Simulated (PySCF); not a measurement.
SMILES B[SiH2]Br, CAM-B3LYP/def2-SVP optimised geometry.

```
7

B      1.04    -0.87     0.00
Si    -0.96    -0.87     0.00
Br    -1.12     1.38     0.00
H      1.65    -0.79     1.04
H      1.65    -0.81    -1.04
H     -1.65    -1.38     1.21
H     -1.65    -1.38    -1.21
```

Density from CAM-B3LYP/def2-TZVP (PySCF) at that geometry.

Minimum of the electron density along straight lines between bonded atoms, close to the bond critical point (lines longer than 1.1 times the sum of covalent radii, or with two minima, are not listed):

```tsv
bond	length / Å	ρ at the minimum / e bohr⁻³	∇²ρ there / e bohr⁻⁵	position (fraction from the first atom)
B1–Si2	1.996	0.118	?	0.61
Si2–Br3	2.260	?	?	0.35
B1–H4	1.204	0.185	-0.44	0.44
B1–H5	1.204	0.185	-0.44	0.44
Si2–H6	1.486	0.124	0.13	0.49
Si2–H7	1.486	0.124	0.13	0.49
```

**Question.** What belongs in the gaps?

**Answer.** 
- B1–Si2, ∇²ρ there / e bohr⁻⁵: -0.07
- Si2–Br3, ρ at the minimum / e bohr⁻³: 0.082
- Si2–Br3, ∇²ρ there / e bohr⁻⁵: 0.06
